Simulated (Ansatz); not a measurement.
```yaml
crystal:
  periodic: [false, false, false]
  atoms:
    - {symbol: Ti, position_ang: [1.068794, -0.268641, 0.307015]}
    - {symbol: Ti, position_ang: [-0.256277, 0.024527, -1.114914]}
    - {symbol: F, position_ang: [-0.724504, -1.091601, 0.450612]}
    - {symbol: F, position_ang: [-0.088012, 1.335715, 0.357277]}
basis:
  gaussian: {orbitals: def2-TZVP}
hamiltonian: {xc: {name: B3LYP5}}
scf: {omitted_lower_state_checks: [starts]}
output: {forces: true}
```

```sh
$ ansatz run in.yaml --threads 4 --pin off --events-out ev --progress --plain --max-ram 3916MiB
```

Shortened log:

```
Functional definition: B3LYP5
1238 factors; their error is unknown
mean field evaluation 1: about -51647.2832 eV, gradient 8.1e1 eV
mean field evaluation 2: about -51561.1233 eV, gradient 1.9e2 eV
mean field evaluation 4: about -51659.8814 eV, gradient 2.6e1 eV
mean field evaluation 8: about -51660.8748 eV, gradient 4.6e-1 eV
mean field evaluation 16: about -51661.0882 eV, gradient 4.6e-3 eV
mean field -51661.08817680 eV, -1898.5099733542 hartree, gradient 3.1e-5 eV, S^2 0.000000; 0 other end points of the search recorded, 0 dependent functions left out
reference -51661.08838504 eV, -1898.5099810067 hartree; 31, 31 occupied and 121, 121 virtual orbitals, 1238 factors
Total energy: -51661.08838504 eV, -1898.5099810067 hartree
Atom 0 at     1.068794    -0.268641     0.307015 Å, force     0.793514    -0.188179     0.502629 eV/Å
Atom 1 at    -0.256277     0.024527    -1.114914 Å, force    -0.456581     0.086879    -0.834774 eV/Å
Atom 2 at    -0.724504    -1.091601     0.450612 Å, force    -0.267541    -0.325685     0.180031 eV/Å
Atom 3 at    -0.088012     1.335715     0.357277 Å, force    -0.069392     0.426985     0.152114 eV/Å
Dipole moment:     0.408851    -0.122822    -0.406392 e Å
Checks for a lower state left out: starts
```

It took 3.1 s on 4 threads of Arm Neoverse V1 on a shared host.

The restricted singlet is unstable towards broken spin symmetry at other levels; at RKS B3LYP5/def2-TZVP this wasn't settled.
